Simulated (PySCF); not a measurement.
**Kr: ionisation energy**

Kr [Kr] (1S) → Kr⁺ [Ar] 3d10 4s2 4p5 (2P), as a difference of total energies. Calculation: PySCF 2.14, in cc-pVDZ-DK (5s4p2d, 27 functions); scalar relativity by spin-free X2C-1e. Correlated levels: valence: [Ar] 3d10 frozen. The calculations carry no spin-orbit coupling.

Q: Order these methods by the ionisation energy they give, lowest first.
A. CCSD (valence)
B. PBE0
C. MP2 (valence)
D. BP86

A: A (13.700 eV), C (13.808 eV), B (14.121 eV), D (14.186 eV).

Errors of the correlated levels include the incompleteness of this basis and the frozen core.

For comparison: 14.222 eV (measured; NIST levels, between the centres of gravity of the two terms).
